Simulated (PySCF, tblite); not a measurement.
Species: C6H8F (charge +1).
Bonds: C1–C2 (triple), C2–C3, C3–C4, C3–C5, C5–C6, C6–F7. Hydrogens: H8 on C1; H9, H10, H11 on C4; H12, H13 on C5; H14, H15 on C6.
Bond orders are those of one Lewis drawing.

Computed with GFN2-xTB (tblite), gas phase: Langevin dynamics at 300 K from the optimised GFN2-xTB geometry, time step 0.5 fs, friction 0.01 fs⁻¹, 2000 steps. Over the second half of the run the saved frames average 290 K.

Frame at 250 fs, instantaneous temperature 305 K:
```
atom  x, y, z in Å
C1     -2.105    1.759   -1.334
C2     -1.556    0.780   -0.855
C3     -0.785   -0.198   -0.207
C4     -1.391   -1.130    0.724
C5      0.537   -0.382   -0.639
C6      1.291    0.590    0.286
F7      1.218    0.110    1.550
H8     -2.711    2.546   -1.768
H9     -0.761   -1.000    1.628
H10    -1.120   -2.212    0.354
H11    -2.414   -0.934    0.848
H12     0.898   -1.351   -0.353
H13     0.787   -0.188   -1.675
H14     2.359    0.587   -0.059
H15     1.014    1.672    0.277
```

Frame at 425 fs, instantaneous temperature 280 K:
```
atom  x, y, z in Å
C1     -2.273    1.705   -1.388
C2     -1.745    0.799   -0.734
C3     -0.849   -0.087   -0.163
C4     -1.397   -0.987    0.812
C5      0.554   -0.155   -0.539
C6      1.568   -0.285    0.584
F7      1.123   -0.425    1.903
H8     -2.900    2.345   -1.864
H9     -1.533   -0.556    1.841
H10    -0.902   -1.941    1.142
H11    -2.463   -1.232    0.523
H12     0.421   -1.183   -1.139
H13     0.887    0.549   -1.223
H14     2.204   -1.134    0.385
H15     2.054    0.663    0.649
```

Frame at 625 fs, instantaneous temperature 304 K:
```
atom  x, y, z in Å
C1     -2.432    2.264   -1.102
C2     -1.811    1.347   -0.614
C3     -1.013    0.382   -0.076
C4     -1.589   -0.422    0.997
C5      0.446    0.381   -0.417
C6      1.371   -0.608    0.324
F7      1.156   -0.432    1.701
H8     -2.954    3.059   -1.553
H9     -1.080   -0.147    1.936
H10    -1.450   -1.516    0.794
H11    -2.679   -0.275    0.981
H12     0.540    0.325   -1.472
H13     0.747    1.424   -0.095
H14     1.151   -1.726    0.201
H15     2.420   -0.500    0.213
```

Frame at 800 fs, instantaneous temperature 403 K:
```
atom  x, y, z in Å
C1     -2.815    1.984    0.096
C2     -1.859    1.211    0.115
C3     -0.844    0.264    0.285
C4     -1.160   -0.886    1.061
C5      0.435    0.494   -0.389
C6      1.435   -0.650   -0.341
F7      1.670   -0.921    1.039
H8     -3.614    2.590   -0.069
H9     -0.278   -0.868    1.885
H10    -0.817   -1.765    0.558
H11    -2.151   -0.933    1.472
H12     0.158    0.694   -1.448
H13     0.954    1.431   -0.038
H14     1.147   -1.568   -0.740
H15     2.464   -0.338   -0.742
```

Frame at 1000 fs, instantaneous temperature 271 K:
```
atom  x, y, z in Å
C1     -2.311    2.309    0.469
C2     -1.422    1.484    0.260
C3     -0.547    0.393    0.257
C4     -1.184   -0.838    0.780
C5      0.769    0.462   -0.296
C6      1.608   -0.761   -0.284
F7      1.634   -1.226    1.023
H8     -3.019    3.006    0.507
H9     -0.528   -1.283    1.572
H10    -1.291   -1.611    0.009
H11    -2.185   -0.688    1.237
H12     0.727    0.951   -1.328
H13     1.272    1.261    0.214
H14     1.133   -1.634   -0.929
H15     2.672   -0.466   -0.614
```

**Question.** What do single points at PBE0/pcSseg-1 (PySCF, gas phase) give on these frames?

**Answer.** 
```tsv
t (fs)	GFN2-xTB E above start (eV)	DFT E above lowest frame (eV)	HOMO (eV)	LUMO (eV)
250	0.52	0.07	-13.86	-9.02
425	0.83	0.51	-13.89	-9.10
625	0.39	0.00	-13.79	-9.29
800	0.47	0.13	-13.91	-9.09
1000	0.54	0.18	-13.93	-9.24
```

The two levels order the frames alike by energy but for pairs within 0.08 eV at one level; measured from each level's lowest frame they differ by 0.07 eV at most. The HOMO–LUMO gap runs from 4.50 to 4.84 eV. These are instantaneous structures, not minima.

**Question.** And the isotropic GIAO shieldings (ppm) from the same runs?

**Answer.** 
```json
{"atom": "C1", "250 fs": "-16.4", "425 fs": "-26.0", "625 fs": "-40.5", "800 fs": "-23.2", "1000 fs": "-38.6", "mean": "-28.9", "range": "24.1"}
{"atom": "C2", "250 fs": "84.6", "425 fs": "84.6", "625 fs": "84.1", "800 fs": "84.3", "1000 fs": "80.8", "mean": "83.7", "range": "3.8"}
{"atom": "C3", "250 fs": "-91.5", "425 fs": "-79.8", "625 fs": "-111.6", "800 fs": "-88.0", "1000 fs": "-102.9", "mean": "-94.8", "range": "31.8"}
{"atom": "C4", "250 fs": "127.3", "425 fs": "137.5", "625 fs": "130.3", "800 fs": "125.4", "1000 fs": "126.8", "mean": "129.5", "range": "12.1"}
{"atom": "C5", "250 fs": "122.6", "425 fs": "113.7", "625 fs": "117.0", "800 fs": "128.9", "1000 fs": "126.1", "mean": "121.7", "range": "15.2"}
{"atom": "C6", "250 fs": "97.8", "425 fs": "102.8", "625 fs": "100.1", "800 fs": "98.9", "1000 fs": "99.9", "mean": "99.9", "range": "5.0"}
{"atom": "F7", "250 fs": "380.1", "425 fs": "401.1", "625 fs": "409.3", "800 fs": "404.1", "1000 fs": "393.1", "mean": "397.5", "range": "29.2"}
{"atom": "H8", "250 fs": "21.2", "425 fs": "22.0", "625 fs": "20.1", "800 fs": "21.8", "1000 fs": "21.2", "mean": "21.3", "range": "1.9"}
{"atom": "H9", "250 fs": "27.0", "425 fs": "26.6", "625 fs": "26.7", "800 fs": "23.6", "1000 fs": "26.2", "mean": "26.0", "range": "3.4"}
{"atom": "H10", "250 fs": "25.6", "425 fs": "26.6", "625 fs": "26.9", "800 fs": "27.2", "1000 fs": "27.5", "mean": "26.8", "range": "1.9"}
{"atom": "H11", "250 fs": "28.0", "425 fs": "26.9", "625 fs": "27.0", "800 fs": "27.1", "1000 fs": "26.6", "mean": "27.1", "range": "1.4"}
{"atom": "H12", "250 fs": "27.6", "425 fs": "25.9", "625 fs": "28.3", "800 fs": "27.6", "1000 fs": "26.3", "mean": "27.1", "range": "2.4"}
{"atom": "H13", "250 fs": "27.5", "425 fs": "28.1", "625 fs": "26.9", "800 fs": "26.2", "1000 fs": "27.4", "mean": "27.2", "range": "1.9"}
{"atom": "H14", "250 fs": "25.2", "425 fs": "26.0", "625 fs": "24.7", "800 fs": "26.7", "1000 fs": "24.3", "mean": "25.4", "range": "2.4"}
{"atom": "H15", "250 fs": "26.1", "425 fs": "26.4", "625 fs": "26.1", "800 fs": "24.8", "1000 fs": "24.8", "mean": "25.6", "range": "1.6"}
```

The cost below is that of the whole dynamics run. Hardware: one thread, Intel Xeon Platinum 8375C at 2.90 GHz (x86_64), shared host with 64 logical CPUs at a one-minute load of 29. Cost: 11 s wall, 0.18 GiB resident at most.
